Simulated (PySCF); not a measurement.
Relaxation of quartet ReOI2

Level of theory: UPBE0/[Re def2-SVP with ECP60, O def2-SVP, I def2-SVP with ECP28], scalar-relativistic core potentials, density fitting, no spin–orbit coupling, PySCF. A (50,194) grid was used.

A hand-made T-shaped (ligand arrangement 2) start, of C2v symmetry, held to at least that symmetry:

```xyz
4
charge 0 multiplicity 4, angstrom
Re    0.0000    0.0000   -0.1128
O     0.0000    0.0000    1.6472
I     2.6384    0.0000   -0.0207
I    -2.6384    0.0000   -0.0207
```

Q: What does it relax to?

A: It ends at C2v with Re–I 2.594 Å (×2), Re–O 1.703 Å; I–Re–I 130.9°, I–Re–O 114.5° (×2) (after a last refinement on a finer grid). A frequency run shows a minimum. Other isomers or separated fragments may lie lower.

Q: How much energy is released, and in how many steps?

A: 120.9 kJ/mol in 9 steps.

Other spin states or occupations of the open shell can lie lower. At this level a doublet minimum of C2v symmetry lies 34 kJ/mol below this structure. With an element this heavy the missing spin–orbit coupling can shift these numbers.

The relaxation took about 2 core-minutes on a shared host.
